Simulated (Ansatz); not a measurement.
Species: 2-fluoro-1-methylpyrrole, C5H6FN (charge 0, singlet). 
Geometry from a B3LYP-D3(BJ)/def2-TZVP (Ansatz, an electronic-structure program) optimisation:
```
N
C 1 1.3616
F 2 1.3364 1 118.83
C 2 1.3656 3 130.25 1 -179.73
H 4 1.0756 2 126.40 3 0.62
C 1 1.3824 2 107.47 3 179.70
C 6 1.3709 1 108.24 2 0.49
H 6 1.0759 7 131.34 4 -179.94
H 7 1.0768 6 125.76 8 -0.56
C 1 1.4476 2 125.73 3 4.13
H 10 1.0881 1 108.86 2 -157.43
H 10 1.0883 11 108.82 1 -119.73
H 10 1.0922 11 109.03 12 -118.51
```
Charge 0, spin multiplicity 1.

Total electronic energies in hartree. Valence correlation only, unless marked. Spin-orbit coupling is left out. No relativistic terms. CBS marks a two-point X^-3 extrapolation of the correlation energy; Hartree-Fock from the larger set. [CCSD(T)-MP2]/basis is that difference in the basis named.

```json
[
 {"level": "HF/6-31G*", "program": "Ansatz", "energy (Eh)": "-346.68512"},
 {"level": "revPBE-D3(BJ)/def2-TZVPD", "program": "Ansatz + dftd3", "energy (Eh)": "-348.77319"},
 {"level": "LC-wPBE-D4/def2-TZVPD", "program": "Ansatz + dftd4", "energy (Eh)": "-348.63749"},
 {"level": "wB97M-V/def2-TZVPD", "program": "Ansatz", "energy (Eh)": "-348.72441"},
 {"level": "RI-MP2/aug-cc-pVTZ", "program": "Ansatz", "energy (Eh)": "-348.09740"},
 {"level": "CCSD/6-31G*", "program": "Ansatz", "energy (Eh)": "-347.69245"},
 {"level": "CCSD/aug-cc-pVDZ", "program": "Ansatz", "energy (Eh)": "-347.82974"},
 {"level": "RI-MP2/CBS(aug-cc-pVTZ,aug-cc-pVQZ)+[CCSD(T)-MP2]/aug-cc-pVTZ", "program": "Ansatz", "energy (Eh)": "-348.3317"},
 {"level": "CCSD(T)/CBS(cc-pVTZ,cc-pVQZ)", "program": "Ansatz", "energy (Eh)": "-348.3161"}
]
```

Totals of different functionals don't rank their quality; only differences between species are comparable.
